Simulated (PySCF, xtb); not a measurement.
C2H6BNO, SMILES NB1CCO1. Atoms are numbered in the order given.

```xyz
11

N      0.0490    -1.9167     0.0000
B      0.0449    -0.5209     0.0000
C      1.0981     0.6706     0.0000
C     -0.2209     1.4628     0.0000
O     -1.0700     0.2983     0.0000
H      0.8965    -2.4639     0.0000
H     -0.8050    -2.4583     0.0000
H      1.7208     0.7993    -0.8965
H      1.7208     0.7993     0.8965
H     -0.4020     2.0791    -0.8965
H     -0.4020     2.0791     0.8965
```
Charge 0, spin multiplicity 1.

Geometry optimised at PBE0-D3(BJ)/def2-SVP. This is a generated structure with no PubChem entry under its InChIKey; it may be hypothetical. Other conformers were not sampled.

Method: C-PCM-PBE0/def2-SVP (PySCF).

The values are the electrostatic part of the solvation free energy, E(continuum) − E(gas) at the gas-phase geometry, in a cavity of scaled van der Waals radii (PySCF's table); cavitation and dispersion terms are not included. In vacuum the orbital gap is 9.24 eV. The dipole moment in vacuum is 1.76 D.

Computed values in water (ε = 78.36), chlorobenzene (ε = 5.70), tetrahydrofuran (ε = 7.43):
```csv
solvent,ε,ΔG(elec) (kcal/mol),dipole (D),gap (eV)
water,78.36,-4.9,2.14,9.33
chlorobenzene,5.70,-4.0,2.06,9.33
tetrahydrofuran,7.43,-4.2,2.08,9.33
```

For comparison, GFN2-xTB/ALPB(water) (xtb, at the GFN2-xTB geometry, all terms of that model) gives -4.1 kcal/mol.
